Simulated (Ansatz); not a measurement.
`Cl[SiH](Cl)[GeH3]` → `[GeH3]`• + `Cl[SiH]Cl`•  (homolysis of the Ge–Si bond)

Computed with Ansatz on PBE0-D4/def2-TZVP structures; ΔE is electronic, products minus reactants. CCSD(T)/CBS is the MP2 limit (def2-TZVPP, def2-QZVPP) plus CCSD(T) − MP2 in def2-TZVPP, frozen cores. Functionals use def2-TZVPP. No spin–orbit coupling; open shells (•) take unrestricted orbitals. For Ge outer-core shells are correlated without core-valence functions, which leaves a few kJ/mol of doubt a bond. Scalar relativity is left out up to krypton.

`Cl[SiH](Cl)[GeH3]`:

Z-matrix (Å, degrees):
```
Si
Cl 1 2.052
Ge 1 2.375 2 109.3
Cl 1 2.052 2 109.1 3 119.5
H 1 1.480 2 107.2 3 -124.8
H 3 1.536 1 109.6 2 -60.1
H 3 1.536 1 109.6 2 179.8
H 3 1.534 1 108.8 2 59.8
```

`[GeH3]`•:

Cartesian coordinates in Å:
```
Ge 0.046 0.236 0.257
H 0.726 -1.073 0.696
H 0.697 0.798 -1.019
H -1.468 0.038 0.066
```

`Cl[SiH]Cl`•:

```xyz
4

Cl   -0.590   -1.520    0.936
Si    0.036   -0.167   -0.467
Cl   -0.937    1.616   -0.211
H     1.491    0.071   -0.258
```

CCSD(T)/CBS gives +3.39 eV.

(1) Another level gave +3.06 eV. Which?
A. LC-ωPBE/def2-TZVPP
B. r2SCAN-D4/def2-TZVPP
C. SCS-MP2/def2-TZVPP
D. PBE0-D4/def2-TZVPP

Largest T1 diagnostic among the species: 0.012.

Answers

(1) B. r2SCAN-D4 3.06, LC-ωPBE 3.14, SCS-MP2/def2-TZVPP 3.29, PBE0-D4 3.18 eV.

In def2-TZVPP, CCSD(T) changes the Hartree–Fock value by +0.93 eV (the triples alone add +0.07 eV) and MP2 by +0.98 eV; breaking electron pairs costs correlation energy, which Hartree–Fock lacks. From BLYP to BHLYP (50 % exact exchange), in def2-TZVPP and without D4, ΔE moves by +0.19 eV. At CCSD(T), def2-SVP lies −0.30 eV from the extrapolated value and def2-TZVPP −0.13 eV: correlation converges slowly with the basis, and small sets miss more of it in the bonded molecule than in its fragments.
